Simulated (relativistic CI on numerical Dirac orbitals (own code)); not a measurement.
**Tm⁵⁴⁺: computed level list**

These numbers are calculated, not measured: Dirac-Coulomb-Breit CI, separate exchange-only KLI orbitals for each configuration, model QED (radiative potential, 1s self-energy scaled to tabulated hydrogen-like ionisation energies), unscaled Slater integrals (own radial code, finite nucleus).

Configurations in the expansion (outside the closed core [Ne]): 3s²3p³, 3s3p⁴, 3s²3p²3d, 3p⁵, 3s3p³3d, 3p⁴3d, 3s3p²3d², 3s²3p3d4p, 3p⁴4s, 3s3p²3d4s, 3s²3p²4s, 3p⁴4p, 3s²3p²4p, 3s²3p²4d, 3p³3d4p, 3s3p³4s, 3s²3p²4f, 3s3p³4p, 3s3p³4d, 3s3p³4f, 3s²3p²5s, 3s²3p²5p, 3s²3p4s4p, 3s²3p²5d, 3s²3p²5f, 3s²3p²5g, 3s3p²4s², 3s3p³5s, 3s²3p3d², 3s²3d³, 3s3p3d³, 3s²3d²4s, 3s²3d²4p, 3s²3d²4d, 3p³3d², 3p²3d³, 3p²3d²4s, 3p²3d²4p, 3p²3d²4d, 3s²3p3d4s, 3s3p3d²4s, 3s²3d4s², 3s²3d4s4p, 3s²3d4s4d, 3s3p²3d4p, 3s3p3d²4p, 3s3p3d4s4p, 3s3p3d4p², 3s3p3d4p4d, 3p³3d4s, 3p²3d4s², 3p²3d4s4p, 3p²3d4s4d, 3s²3p4s², 3s3p3d4s², 3s²4s²4p, 3s²4s²4d, 3s²3p4p², 3s²3d4p², 3s²4s4p², 3s²4p³, 3s²4p²4d, 3s3p²4s4p, 3s3p4s²4p, 3s3p4s4p², 3s3p4s4p4d. Double excitations out of closed p, d and f shells are left out; levels of such configurations are missing from the list, as are those of other unlisted configurations, and high levels can miss mixing partners. These lack a partner that the ground configuration has and come out too high: 3s²3p²4f, 3s3p³4d, 3s3p³4f, 3s²3p²5s, 3s²3p²5p.

The lowest level is 3s²3p³ ²P°3/2, with 47 % of that term; Hund's rules for 3s²3p³ give ⁴S° with J = 3/2, of which the calculation keeps J, while another term leads.

| No. | Configuration | Term | J | E (Ry) | % | Next component (%) | jj configuration (%) |
| --- | --- | --- | --- | --- | --- | --- | --- |
| 1 | 3s²3p³ | ²P° | 3/2 | 0.0000 | 47 | 27 ²D° | 3p3/2 (99) |
| 2 | 3p²(1S)3d | ²D | 3/2 | 15.4378 | 40 | 35 ⁴F | 3p1/2^2 3d3/2 (99) |
| 3 | 3s²3p³ | ⁴S° | 3/2 | 17.7565 | 55 | 44 ²D° | 3p1/2 3p3/2^2 (99) |
| 4 | 3s²3p³ | ²D° | 5/2 | 18.5706 | 99 | 1 3s3p³3d ²D° | 3p1/2 3p3/2^2 (99) |
| 5 | 3s²3p³ | ²P° | 1/2 | 19.6157 | 99 | 1 3s²3p3d² ²P° | 3p1/2 3p3/2^2 (99) |
| 6 | 3p²(1S)3d | ²D | 5/2 | 20.5743 | 32 | 20 ⁴D | 3p1/2^2 3d5/2 (97) |
| 7 | 3s3p⁴(3P) | ⁴P | 5/2 | 29.2506 | 66 | 25 ²D | 3s 3p3/2^2 (91) |
| 8 | 3s3p⁴(3P) | ²P | 3/2 | 31.3134 | 32 | 25 ²D | 3s 3p3/2^2 (69) |
| 9 | 3s3p⁴(1S) | ²S | 1/2 | 31.3926 | 53 | 25 ⁴P | 3s 3p3/2^2 (84) |
| 10 | 3p²(3P)3d | ⁴F | 5/2 | 33.0402 | 46 | 46 ²F | 3p1/2 3p3/2 3d3/2 (98) |
| 11 | 3p²(3P)3d | ⁴D | 1/2 | 33.2446 | 80 | 15 ²P | 3p1/2 3p3/2 3d3/2 (99) |
| 12 | 3p²(3P)3d | ⁴F | 3/2 | 33.2513 | 33 | 29 ⁴D | 3p1/2 3p3/2 3d3/2 (92) |
| 13 | 3p²(1D)3d | ²G | 7/2 | 33.8844 | 50 | 26 ²F | 3p1/2 3p3/2 3d3/2 (97) |
| 14 | 3p²(3P)3d | ²D | 5/2 | 35.9143 | 35 | 25 ²F | 3p1/2 3p3/2 3d3/2 (91) |
| 15 | 3p²(1D)3d | ²P | 1/2 | 36.5766 | 38 | 32 ⁴P | 3p1/2 3p3/2 3d3/2 (88) |
| 16 | 3p²(1D)3d | ²D | 3/2 | 36.5891 | 26 | 23 ²P | 3p1/2 3p3/2 3d3/2 (77) |
| 17 | 3p²(3P)3d | ⁴D | 7/2 | 37.3494 | 47 | 37 ⁴F | 3p1/2 3p3/2 3d5/2 (99) |
| 18 | 3s²3p³ | ²P° | 3/2 | 37.4955 | 51 | 28 ²D° | 3p3/2^3 (98) |
| 19 | 3p²(3P)3d | ²P | 3/2 | 38.1291 | 44 | 23 ⁴P | 3p1/2 3p3/2 3d5/2 (95) |
| 20 | 3p²(1D)3d | ²G | 9/2 | 38.2473 | 61 | 38 ⁴F | 3p1/2 3p3/2 3d5/2 (99) |
| 21 | 3p²(3P)3d | ²F | 5/2 | 38.3929 | 35 | 29 ²D | 3p1/2 3p3/2 3d5/2 (95) |
| 22 | 3p²(1D)3d | ²D | 5/2 | 39.9157 | 41 | 33 ⁴P | 3p1/2 3p3/2 3d5/2 (92) |
| 23 | 3p²(1D)3d | ²F | 7/2 | 39.9274 | 59 | 18 ²G | 3p1/2 3p3/2 3d5/2 (95) |
| 24 | 3p²(3P)3d | ²D | 3/2 | 40.5245 | 62 | 20 ²P | 3p1/2 3p3/2 3d5/2 (97) |
| 25 | 3p²(3P)3d | ²P | 1/2 | 40.7923 | 54 | 35 ²S | 3p1/2 3p3/2 3d5/2 (95) |
| 26 | 3s3p³(2P°)<3P°>3d | ⁴D° | 5/2 | 44.3486 | 29 | 21 ⁴F° | 3s 3p3/2 3d3/2 (94) |
| 27 | 3s3p³(2P°)<3P°>3d | ⁴D° | 3/2 | 44.5012 | 26 | 25 ⁶D° | 3s 3p3/2 3d3/2 (95) |
| 28 | 3s3p³(2P°)<3P°>3d | ⁴P° | 1/2 | 44.6309 | 44 | 31 ⁶D° | 3s 3p3/2 3d3/2 (95) |
| 29 | 3s3p³(2P°)<3P°>3d | ⁴F° | 7/2 | 45.0359 | 24 | 21 ⁴D° | 3s 3p3/2 3d3/2 (91) |
| 30 | 3s3p³(2P°)<1P°>3d | ²D° | 3/2 | 46.3047 | 26 | 20 ⁴F° | 3s 3p3/2 3d3/2 (81) |
| 31 | 3s3p³(2P°)<1P°>3d | ²F° | 5/2 | 47.1785 | 28 | 22 ⁴G° | 3s 3p3/2 3d3/2 (80) |
| 32 | 3s3p³(4S°)<3S°>3d | ⁴D° | 1/2 | 47.4574 | 44 | 33 ²P° | 3s 3p3/2 3d3/2 (87) |
| 33 | 3s3p⁴(3P) | ⁴P | 3/2 | 47.8586 | 67 | 18 ²D | 3s 3p1/2 3p3/2^3 (86) |
| 34 | 3s3p³(2P°)<3P°>3d | ⁴F° | 9/2 | 48.7110 | 47 | 32 ⁶D° | 3s 3p3/2 3d5/2 (98) |
| 35 | 3s3p⁴(1D) | ²D | 5/2 | 49.0519 | 63 | 22 ⁴P | 3s 3p1/2 3p3/2^3 (85) |
| 36 | 3p3d²(3F) | ⁴G° | 5/2 | 49.4390 | 44 | 29 ²F° | 3p1/2 3d3/2^2 (80) |
| 37 | 3s3p³(4S°)<5S°>3d | ⁴D° | 5/2 | 49.8332 | 30 | 25 ⁴P° | 3s 3p3/2 3d5/2 (95) |
| 38 | 3s3p³(2P°)<3P°>3d | ⁴D° | 7/2 | 50.4130 | 30 | 29 ²F° | 3s 3p3/2 3d5/2 (86) |
| 39 | 3s3p⁴(3P) | ²P | 1/2 | 50.4483 | 46 | 28 ⁴P | 3s 3p1/2 3p3/2^3 (74) |
| 40 | 3s3p³(2P°)<3P°>3d | ²D° | 3/2 | 50.5142 | 32 | 24 ²P° | 3s 3p3/2 3d5/2 (86) |
| 41 | 3s3p⁴(3P) | ²P | 3/2 | 50.6178 | 41 | 26 ²D | 3s 3p1/2 3p3/2^3 (75) |
| 42 | 3s3p³(2P°)<1P°>3d | ²F° | 7/2 | 51.5993 | 26 | 26 ⁴D° | 3s 3p3/2 3d5/2 (88) |
| 43 | 3s3p³(2P°)<3P°>3d | ²P° | 1/2 | 52.1548 | 44 | 40 ⁴D° | 3s 3p3/2 3d5/2 (94) |
| 44 | 3p3d²(3P) | ⁴D° | 1/2 | 52.2946 | 38 | 35 ²P° | 3p1/2 3d3/2^2 (85) |
| 45 | 3p3d²(3F) | ⁴F° | 3/2 | 52.5043 | 27 | 26 ²D° | 3p1/2 3d3/2^2 (58) |

Energies count from the lowest computed level; ° marks odd parity. Percentages are summed over parent terms; the parents shown are those of the largest component, closed shells are left out there, and <> holds an intermediate term. Filled j subshells are mostly left out of the jj labels.

The mean weight of the leading LS term, summed over parents, in these 45 levels is 45 %, and that of the leading jj configuration (from the same eigenvectors) 90 %, so jj coupling describes them better and the LS labels are nominal.

At this charge energies of transitions that change n are usually good to better than 1 %, and those within a shell (Δn = 0) to a few per cent.

LS names give the leading component of a level, which can be under half, so a name can repeat, a term be missing and a line seem to break the LS rules.
